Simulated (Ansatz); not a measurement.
TiOCl, SMILES [O]=[Ti][Cl] (connectivity only; charge and spin as stated), neutral, multiplicity 2.

Coordinates come from a PBE0-D3(BJ)/def2-TZVP optimisation. The spin state was assumed, not searched.

Two levels are set side by side: PBE/def2-TZVPD (Ansatz, a first-principles code) and PBE0/def2-TZVPD (Ansatz). Energy differences of separate SCF runs at the same geometry; the states with an electron removed or added have multiplicity 1 and 3. Differences are taken from unrounded values.

```tsv
quantity	PBE0
vertical ionisation energy (eV)	8.61
vertical electron affinity (eV)	1.42
```

What does PBE give, and how far is it from PBE0? (Estimate from the structure and the level; the computed values follow.)


```
quantity                          PBE  PBE minus PBE0
-------------------------------  ----  --------------
vertical ionisation energy (eV)  8.06           -0.55
vertical electron affinity (eV)  1.38           -0.04
```
